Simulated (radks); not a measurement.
The mean radii <r> (bohr) of the occupied orbitals of an atom or ion are listed with their occupations. All-electron calculation, scalar-relativistic Kohn-Sham, exchange-only LDA, spin-polarised, spherical densities, point nucleus. Program: a radial shooting solver on a logarithmic mesh with Libxc functionals.

orbital  occ.      <r>
1s up       1  0.03188
1s down     1  0.03188
2s up       1   0.1382
2s down     1   0.1381
2p up       3   0.1204
2p down     3   0.1203
3s up       1   0.3683
3s down     1   0.3689
3p up       3   0.3643
3p down     3   0.3649
3d up       5   0.3356
3d down     3   0.3365

Name the element and its charge. Open shells, if any, are filled with parallel spins first.

Answer. Z = 46, palladium, charge +20: Pd20+ in [Ar] 3d8. The 1s radius gives Z: for a bare nucleus <r> = (2 gamma + 1)/(2Z) with gamma = sqrt(1 - (Z/c)^2), 0.03135 bohr for Z = 46, and screening makes it slightly larger (0.03188 here). The occupations add up to 26, and the charge is Z minus that.
